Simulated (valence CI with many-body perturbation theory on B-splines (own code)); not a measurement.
## E1 transitions of Hf⁵⁸⁺

Level of theory: relativistic CI+MBPT: four valence electrons over a frozen Dirac-Fock core [Ne], a basis of 11 s, 11 p, 10 d, 8 f, 5 g, 2 h functions for each j, with the one-electron correlation potential Σ1, the two-electron term Σ2, the three-electron term Σ3, Breit, model QED; selected CI, second order for the rest, scaled by the run's own slope (own B-spline code, finite nucleus).

No measured spectrum was set against this ion. As an estimate, large intervals hold to a few tenths of a per cent, small ones and those within an open d or f shell to about a per cent. Among the levels kept, up to 560 cm⁻¹ of a level comes from second order outside the variational space, and about a tenth of that is noise between levels of different J, which matters for small intervals.

Lines 101 to 150 of 559 in falling wavelength, among levels below 12698 × 10³ cm⁻¹, chosen from the strongest by gf and those to the six lowest levels. Wavelengths and rates use the calculated energies. Electric multipoles are in the length gauge, E1 and E2 with the static RPA response of the core. Weak lines are less certain than strong ones. Lines between different terms over intervals too small for the method are left out, as are lines whose strength nearly cancels. The highest levels of a list are the least certain.

Levels are named by their leading jj configuration (3d3/2^4 stands for four electrons in 3d with j = 3/2), which in mixed levels can hold well under half, so a name can repeat and another be missing. Letters in brackets count levels of one name in rising energy.

```tsv
λ vac (Å)	Upper	Lower	A (s⁻¹)	S (a.u.) with core polarisation	S without
48.71	(3s^2 3p1/2 3d3/2) J=1	(3s^2 3p1/2 3p3/2) J=1	2.65e+09	4.53e-04	4.58e-04
46.96	(3s 3p1/2^2 3d5/2) J=2	(3s^2 3p1/2 3d3/2) J=2	7.75e+08	1.98e-04	2.01e-04
46.24	(3s 3p1/2 3d5/2^2) J=4 [a]	(3s 3p1/2 3p3/2 3d5/2) J=3 [c]	3.74e+10	1.64e-02	1.67e-02
45.41	(3s 3p1/2 3d5/2^2) J=3 [b]	(3s 3p1/2 3p3/2 3d5/2) J=2 [d]	1.80e+11	5.83e-02	5.91e-02
45.29	(3s 3p1/2 3d5/2^2) J=3 [a]	(3s 3p1/2 3p3/2 3d5/2) J=2 [c]	5.24e+10	1.68e-02	1.70e-02
44.76	(3s 3p1/2 3d3/2 3d5/2) J=3 [b]	(3s 3p1/2 3p3/2 3d3/2) J=3 [c]	4.60e+10	1.42e-02	1.44e-02
44.72	(3s 3p1/2 3d5/2^2) J=4 [b]	(3s 3p1/2 3p3/2 3d5/2) J=3 [d]	2.22e+11	8.82e-02	8.93e-02
44.57	(3s 3p1/2 3d5/2^2) J=5	(3s 3p1/2 3p3/2 3d5/2) J=4 [c]	8.75e+10	4.20e-02	4.26e-02
44.32	(3p1/2^2 3d5/2^2) J=2	(3p1/2^2 3p3/2 3d5/2) J=1	4.87e+10	1.05e-02	1.06e-02
44.25	(3s 3p1/2 3d3/2 3d5/2) J=4 [b]	(3s 3p1/2 3p3/2 3d3/2) J=3 [c]	1.12e+11	4.32e-02	4.37e-02
44.23	(3s 3p1/2 3d5/2^2) J=3 [b]	(3s 3p1/2 3p3/2 3d5/2) J=2 [c]	1.17e+11	3.51e-02	3.56e-02
44.07	(3p1/2^2 3d5/2^2) J=4	(3p1/2^2 3p3/2 3d5/2) J=3	9.69e+10	3.68e-02	3.73e-02
44.04	(3s 3p1/2 3d5/2^2) J=3 [b]	(3s 3p1/2 3p3/2 3d5/2) J=3 [d]	7.61e+10	2.25e-02	2.28e-02
43.99	(3s 3p1/2 3d3/2 3d5/2) J=2 [b]	(3s 3p1/2 3p3/2 3d3/2) J=1 [c]	5.33e+10	1.12e-02	1.14e-02
43.88	(3s 3p1/2 3d5/2^2) J=4 [a]	(3s 3p1/2 3p3/2 3d5/2) J=3 [b]	7.90e+10	2.96e-02	3.00e-02
43.72	(3s 3p1/2 3d5/2^2) J=2 [b]	(3s 3p1/2 3p3/2 3d5/2) J=2 [c]	5.71e+10	1.18e-02	1.19e-02
43.71	(3s^2 3d5/2^2) J=2	(3s^2 3p3/2 3d5/2) J=1	1.40e+11	2.88e-02	2.92e-02
43.71	(3s^2 3d5/2^2) J=4	(3s^2 3p3/2 3d5/2) J=3	3.50e+11	1.30e-01	1.32e-01
43.54	(3s 3p1/2 3d5/2^2) J=2 [b]	(3s 3p1/2 3p3/2 3d5/2) J=3 [d]	5.78e+10	1.18e-02	1.19e-02
43.40	(3s 3p3/2^2 3d5/2) J=1 [a]	(3s 3p3/2^3) J=2	1.41e+11	1.70e-02	1.73e-02
43.36	(3s 3p3/2^2 3d5/2) J=3 [a]	(3s 3p3/2^3) J=2	4.29e+10	1.21e-02	1.22e-02
43.29	(3s 3p1/2 3d3/2 3d5/2) J=3 [d]	(3s 3p1/2 3p3/2 3d3/2) J=2 [e]	1.78e+11	5.00e-02	5.07e-02
43.10	(3s 3p1/2 3d3/2 3d5/2) J=2 [d]	(3s 3p1/2 3p3/2 3d3/2) J=1 [d]	1.02e+11	2.01e-02	2.04e-02
42.98	(3s 3p1/2^2 3d5/2) J=2	(3s 3p1/2^2 3p3/2) J=1	1.50e+11	2.95e-02	2.98e-02
42.98	(3s 3p1/2 3d3/2 3d5/2) J=1 [b]	(3s 3p1/2 3p3/2 3d3/2) J=1 [c]	1.62e+11	1.91e-02	1.93e-02
42.91	(3s 3p1/2 3d5/2^2) J=1 [a]	(3s 3p1/2 3p3/2 3d5/2) J=1 [c]	1.65e+11	1.94e-02	1.96e-02
42.84	(3s 3p1/2 3d3/2 3d5/2) J=4 [b]	(3s 3p1/2 3p3/2 3d3/2) J=3 [b]	3.54e+10	1.24e-02	1.25e-02
42.75	(3s^2 3p3/2 3d5/2) J=2	(3s^2 3p3/2^2) J=2	1.48e+11	2.85e-02	2.89e-02
42.63	(3s 3p1/2 3d3/2 3d5/2) J=1 [c]	(3s 3p1/2 3p3/2 3d3/2) J=0 [b]	8.72e+10	1.00e-02	1.01e-02
42.42	(3s 3p1/2 3d3/2 3d5/2) J=3 [b]	(3s 3p1/2 3p3/2 3d3/2) J=2 [c]	1.16e+11	3.05e-02	3.09e-02
42.41	(3s 3p1/2 3d5/2^2) J=5	(3s 3p1/2 3p3/2 3d5/2) J=4 [b]	1.54e+11	6.37e-02	6.45e-02
42.37	(3s 3p1/2 3d5/2^2) J=4 [a]	(3s 3p1/2 3p3/2 3d5/2) J=3 [a]	2.17e+11	7.35e-02	7.45e-02
42.36	(3s^2 3d3/2 3d5/2) J=3	(3s^2 3p3/2 3d3/2) J=2	1.94e+11	5.11e-02	5.18e-02
42.32	(3s 3p1/2 3d5/2^2) J=4 [b]	(3s 3p1/2 3p3/2 3d5/2) J=4 [c]	1.10e+11	3.70e-02	3.75e-02
42.28	(3s^2 3d5/2^2) J=2	(3s^2 3p3/2 3d5/2) J=3	7.51e+10	1.40e-02	1.42e-02
42.22	(3s 3p1/2 3d5/2^2) J=2 [a]	(3s 3p1/2 3p3/2 3d5/2) J=1 [a]	6.08e+10	1.13e-02	1.14e-02
42.21	(3s^2 3p1/2 3d5/2) J=2	(3s^2 3p1/2 3p3/2) J=2	3.75e+10	6.97e-03	7.06e-03
42.07	(3s^2 3p1/2 3d5/2) J=3	(3s^2 3p1/2 3p3/2) J=2	1.87e+11	4.81e-02	4.87e-02
42.01	(3p1/2^2 3d5/2^2) J=4	(3s 3p1/2 3d3/2 3d5/2) J=3 [a]	1.22e+11	4.00e-02	4.05e-02
42.00	(3s 3p1/2 3p3/2 3d5/2) J=2 [a]	(3s 3p1/2 3p3/2^2) J=2 [a]	1.52e+11	2.79e-02	2.83e-02
41.92	(3s 3p1/2 3d3/2 3d5/2) J=1 [c]	(3s 3p1/2 3p3/2 3d3/2) J=1 [d]	9.07e+10	9.89e-03	1.00e-02
41.89	(3p1/2^2 3d3/2 3d5/2) J=2	(3p1/2^2 3p3/2 3d3/2) J=1	8.95e+10	1.62e-02	1.64e-02
41.86	(3s^2 3d3/2 3d5/2) J=3	(3s^2 3p3/2 3d3/2) J=3	3.84e+10	9.72e-03	9.85e-03
41.70	(3s 3p3/2^2 3d5/2) J=1 [b]	(3s 3p3/2^3) J=1	3.43e+11	3.69e-02	3.74e-02
41.69	(3s 3p1/2 3p3/2 3d5/2) J=3 [b]	(3s 3p1/2 3p3/2^2) J=3	1.55e+11	3.88e-02	3.94e-02
41.65	(3s 3p1/2 3d5/2^2) J=1 [b]	(3s 3p1/2 3p3/2 3d5/2) J=2 [d]	1.72e+11	1.84e-02	1.87e-02
41.61	(3s 3p1/2 3d5/2^2) J=2 [b]	(3s 3p1/2 3p3/2 3d5/2) J=1 [b]	6.91e+10	1.23e-02	1.24e-02
41.50	(3s 3p1/2 3d3/2 3d5/2) J=2 [b]	(3s 3p1/2 3p3/2 3d3/2) J=2 [c]	1.38e+11	2.43e-02	2.46e-02
41.48	(3s 3p1/2 3d3/2 3d5/2) J=3 [c]	(3s 3p1/2 3p3/2 3d3/2) J=2 [d]	1.74e+11	4.29e-02	4.35e-02
41.43	(3p1/2^2 3p3/2 3d5/2) J=2	(3s 3p1/2 3p3/2 3d3/2) J=2 [a]	8.03e+10	1.41e-02	1.43e-02
```
